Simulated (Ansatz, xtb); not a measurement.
C5H4NOP: which of two isomers lies lower

We compare a, `O=CC1=NC=PC=C1`, a singlet, with b, `O=CC1=NC=CP=C1`, a singlet. Both are isolated molecules in the gas phase, relaxed with PBE-D3(BJ)/def2-SVP; the shapes shown needn't be the lowest conformers.

a (Å):

```xyz
12

C     0.6094    0.5414   -2.6041
C     0.8394   -0.6957   -1.7910
C    -0.1100   -1.0593   -0.8127
C     0.0381   -2.1961   -0.0190
C     2.2855   -2.4841   -1.4247
N     1.9704   -1.3683   -2.0800
O    -0.3582    1.2707   -2.4787
P     1.3972   -3.3040   -0.1290
H     1.4328    0.7300   -3.3528
H    -0.9829   -0.3937   -0.7056
H    -0.7421   -2.4234    0.7280
H     3.2363   -2.9613   -1.7367
```

b (Å):

| atom | x (Å) | y (Å) | z (Å) |
| --- | --- | --- | --- |
| C | 1.0774 | 0.7754 | -2.4097 |
| C | 0.8737 | -0.5130 | -1.6544 |
| C | 0.5899 | -0.4502 | -0.2793 |
| C | 0.5396 | -3.0858 | -0.4950 |
| C | 0.8297 | -2.8284 | -1.8446 |
| N | 0.9902 | -1.6233 | -2.4067 |
| O | 1.0123 | 1.8801 | -1.9059 |
| P | 0.3290 | -1.8495 | 0.7305 |
| H | 1.2988 | 0.6049 | -3.5037 |
| H | 0.5356 | 0.5622 | 0.1578 |
| H | 0.4368 | -4.1392 | -0.1837 |
| H | 0.9423 | -3.6873 | -2.5337 |

Quicker runs give these differences E(b) − E(a): GFN2-xTB +0.80 kJ/mol; HF/STO-3G −5.23 kJ/mol (at GFN2-xTB geometries); r2SCAN-D4/def2-SVP −4.73 kJ/mol (at GFN2-xTB geometries).

Problem. Which of the two would you expect CCSD(T)/def2-SVP + ΔMP2/def2-TZVPP electronic energies to favour?

Solution. Too close to call at this level: CCSD(T)/def2-SVP + ΔMP2/def2-TZVPP gives E(b) − E(a) = −7.67 kJ/mol.

How the difference moves with the method:

```csv
level,geometry,E(b) − E(a) (kJ/mol),departure from the last row (kJ/mol),"job, with rough time for the two"
GFN2-xTB,GFN2-xTB,+0.80,+8.47,"optimisation, 0.15 s"
HF/STO-3G,GFN2-xTB,−5.23,+2.44,"single point, 0.4 s"
r2SCAN-D4/def2-SVP,GFN2-xTB,−4.73,+2.94,"single point, 4 s"
PBE-D3(BJ)/def2-SVP,PBE-D3(BJ)/def2-SVP,−2.61,+5.05,"optimisation, 14 s"
HF/def2-SVP,PBE-D3(BJ)/def2-SVP,−9.97,−2.30,part of the CCSD(T) run
MP2/def2-SVP,PBE-D3(BJ)/def2-SVP,−7.42,+0.24,part of the CCSD(T) run
CCSD(T)/def2-SVP,PBE-D3(BJ)/def2-SVP,−6.79,+0.88,single point
CCSD(T)/def2-SVP + ΔMP2/def2-TZVPP,PBE-D3(BJ)/def2-SVP,−7.67,,"single point, 65 s"
```

As drawn, both hold the same kinds of bond in the same numbers.

GFN2-xTB finds them nearly level. The largest departure from CCSD(T)/def2-SVP + ΔMP2/def2-TZVPP is that of GFN2-xTB, 8.47 kJ/mol. The last row adds to CCSD(T) the change of the MP2 difference between the two basis sets, here −0.88 kJ/mol.

With thermal terms from frequencies at re-optimised GFN2-xTB minima (ideal gas, soft modes damped towards free rotors, one conformer each, 298.15 K, 1 atm): on the last row, ΔE + ΔZPE = −7.70, ΔH = −7.63, ΔG = −7.90 kJ/mol.

The correlated steps freeze 12 core orbitals. Codes used: Ansatz 0.2.0, xtb 6.7.1; the last row on 4 threads of Arm Neoverse V1 on a shared host.
